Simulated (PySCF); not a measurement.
A structure optimised at B3LYP-D3(BJ)/def2-SVP, used in a PySCF frequency run:

```
Si
F 1 1.6317
O 1 1.6563 2 109.38
H 3 0.9643 1 118.01 2 66.76
H 1 1.4786 2 108.01 3 -114.66
C 1 1.8636 5 113.81 3 -124.53
H 6 1.1019 1 110.93 5 60.80
H 6 1.1021 7 108.15 1 121.59
H 6 1.1027 7 108.15 8 116.26
```
Charge 0, spin multiplicity 1.

**Question.** Write its SMILES and formula.

**Answer.** C[Si@H](O)F, CH5FOSi

**Question.** What are its rotational constants (standard atomic weights)?

**Answer.** 6.4439, 5.9130, 3.6151 GHz
